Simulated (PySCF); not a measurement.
Computed Raman spectrum (relative Raman activity) of a molecule C₃H₇BFN. Coordinates come from a B3LYP-D3(BJ)/def2-SVP optimisation. One conformer was computed; it need not be the lowest. Computed with B3LYP-D3(BJ)/def2-SVP (PySCF). Harmonic, unscaled wavenumbers; measured fundamentals usually lie a few per cent lower.

```
ν (cm⁻¹)  relative intensity
--------  ------------------
642                      3.7
691                      6.0
755                      3.3
956                      2.3
1008                     3.0
1386                     6.1
1402                     5.3
1425                      31
1455                      11
1470                     3.6
1594                     2.4
1697                      28
3008                     100
3068                      59
3107                      47
3117                      88
3218                      57
3604                     100
3710                      42
```

Question: Which structure fits?
(A) NB1CC(F)C1
(B) C=C(C)B(N)F
(C) NB1CC[C@@H]1F
(D) C=CB(F)NC

Answer: B, C=C(C)B(N)F
